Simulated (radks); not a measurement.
Values are calculated unless marked as measured or tabulated.
Question: Ag VI, configuration [Kr] 4d6 (the NIST ground configuration). Code: a radial shooting solver on a logarithmic mesh with Libxc functionals. Model: scalar-relativistic Kohn-Sham, r2SCAN, spin-polarised, spherical densities, finite nucleus; open shells are filled with parallel spins first (spin-orbit coupling, left out, can overturn this in heavy ions); meta-GGA in the generalised Kohn-Sham scheme; Fermi nuclear charge, rms radius 4.5454 fm. Some entries of the table are withheld. Estimate them.

orbital  occ.  eigenvalue (hartree)  r(max) (bohr)
1s down     1             -935.5636        0.02016
1s up       1             -935.5630        0.02016
2s up       1             -140.7700         0.1139
2s down     1             -140.7186         0.1139
2p up       3             -126.4566        0.09117
2p down     3             -126.4187        0.09116
3s up       1             -28.36374         0.3319
3s down     1             -28.35137         0.3321
3p up       3             -23.62912         0.3253
3p down     3             -23.61099         0.3255
3d up       5             -16.19084         0.2741
3d down     5             -16.15198         0.2744
4s up       1              -6.42658         0.8200
4s down     1              -6.24585         0.8164
4p up       3              -5.01523         0.8688
4p down     3              -4.82803         0.8654
4d up       5                   (1)         0.9804
4d down     1                   (2)         0.9797

Answer: 
(1) 4d up eigenvalue (hartree): -2.92205
(2) 4d down eigenvalue (hartree): -2.73386
